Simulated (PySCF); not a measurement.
Geometry:
```
atom   x (Å)   y (Å)   z (Å)
  C1  -3.699   1.695  -0.057
  C2  -2.733   0.545  -0.290
  C3  -2.314  -0.157   0.994
  C4  -1.319  -1.276   0.772
  O5  -0.153  -0.753   0.206
  C6   0.809  -1.715  -0.115
  C7   2.046  -1.027  -0.647
  C8   2.697  -0.085   0.357
  C9   3.917   0.632  -0.196
 H10  -3.253   2.466   0.590
 H11  -3.986   2.182  -1.002
 H12  -4.624   1.351   0.433
 H13  -3.189  -0.195  -0.972
 H14  -1.826   0.906  -0.801
 H15  -1.868   0.575   1.690
 H16  -3.198  -0.574   1.506
 H17  -1.088  -1.783   1.732
 H18  -1.758  -2.048   0.104
 H19   1.064  -2.318   0.784
 H20   0.408  -2.425  -0.868
 H21   2.766  -1.801  -0.965
 H22   1.771  -0.467  -1.558
 H23   2.976  -0.659   1.259
 H24   1.942   0.646   0.687
 H25   3.656   1.241  -1.077
 H26   4.366   1.304   0.550
 H27   4.696  -0.081  -0.512
```

Geometry: PBE0-D3(BJ)/def2-SVP; GIAO absolute shieldings from PySCF, gas phase, non-relativistic, averaged over equivalent atoms.

At KT3/pcSseg-1 (243 basis functions, 74 s wall time on 1 thread of an Arm Neoverse V1, shared host):
```json
{"atoms": "C4/C6", "σ (ppm)": "109.5"}
{"atoms": "C3/C7", "σ (ppm)": "145.7"}
{"atoms": "C2/C8", "σ (ppm)": "156.6"}
{"atoms": "C1/C9", "σ (ppm)": "164.8"}
{"atoms": "O5", "σ (ppm)": "265.9"}
{"atoms": "H17/H18/H19/H20", "σ (ppm)": "27.99"}
{"atoms": "H13/H14/H23/H24", "σ (ppm)": "29.91"}
{"atoms": "H15/H16/H21/H22", "σ (ppm)": "29.94"}
{"atoms": "H10/H11/H12/H25/H26/H27", "σ (ppm)": "30.34"}
```

Question: Estimate the result of repeating the calculation with PBE0/pcSseg-1.

Answer: 
| atoms | σ at PBE0/pcSseg-1 | change |
| --- | --- | --- |
| C4/C6 | 111.6 | +2.1 |
| C3/C7 | 148.9 | +3.2 |
| C2/C8 | 161.1 | +4.5 |
| C1/C9 | 168.0 | +3.2 |
| O5 | 283.7 | +17.8 |
| H17/H18/H19/H20 | 28.03 | +0.04 |
| H13/H14/H23/H24 | 29.92 | +0.01 |
| H15/H16/H21/H22 | 29.96 | +0.02 |
| H10/H11/H12/H25/H26/H27 | 30.30 | -0.04 |

The largest change is at O5 (ether oxygen). Cost: 243 basis functions, 74 s wall time on 1 thread of an Arm Neoverse V1, shared host. The order of the carbon signals is the same at both levels.
